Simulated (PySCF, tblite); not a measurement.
A database entry of computed molecular properties. Lists by class give the value and the number of equivalent atoms.

```json
{
 "formula": "C6H7N2O",
 "smiles": "[CH2]N[C@@H]1C=C[C@@H](C#N)O1",
 "inchi": "InChI=1S/C6H7N2O/c1-8-6-3-2-5(4-7)9-6/h2-3,5-6,8H,1H2/t5-,6-/m0/s1",
 "charge": 0,
 "multiplicity": 2,
 "geometry_level": "GFN2-xTB",
 "electronic_structure_code": "PySCF",
 "results": {
  "GFN2-xTB geometry": {
   "point_group": "C1",
   "rotational_constants_GHz": [5.169, 0.95, 0.874]
  },
  "GFN2-xTB harmonic vibrations, gas phase": {
   "strongest_ir_bands_cm-1_km_per_mol_modes": [
    [588.9, 125.6, 1],
    [1056.4, 67.4, 1],
    [1282.3, 72.0, 1],
    [1430.3, 75.9, 1],
    [1630.0, 108.0, 1],
    [2398.2, 308.7, 1]
   ],
   "zpe_kcal_per_mol": 73.5
  },
  "UKS B3LYP, pcH-1 on C H N O, non-relativistic, mean-field spin-orbit, GIAO": {
   "g_iso": 2.00274,
   "g_tensor": [2.00216, 2.00277, 2.0033],
   "s2": 0.754,
   "a_iso_by_class_MHz": [
    ["13C", 90.1, 1],
    ["1H", -47.4, 1],
    ["1H", -38.9, 1],
    ["14N", 16.4, 1],
    ["17O", -8.9, 1]
   ]
  }
 }
}
```

The rotational constants make it an asymmetric top with κ = (2B − A − C)/(A − C) = -0.96, nearer the prolate limit (−1). With B = h/(8π²I), that is 505.379 GHz u Å² over I, the principal moments of inertia are 97.8, 532.1 and 578.0 u Å² (most abundant isotopes); the inertial defect Ic − Ia − Ib is -51.9 u Å² (zero for a rigid planar frame, negative otherwise).

 In GFN2-xTB open shells enter through the occupations alone, without spin polarisation, so single modes can be far off. Hyperfine couplings depend on the geometry, which wasn't re-optimised at a DFT level.

Conformer computed: `[CH2:1][NH:2][C@@H:3]1[CH:4]=[CH:5][C@@H:6]([C:7]#[N:8])[O:9]1`: C1–N2–C3–C4 -94°.

One conformer stands for the species.
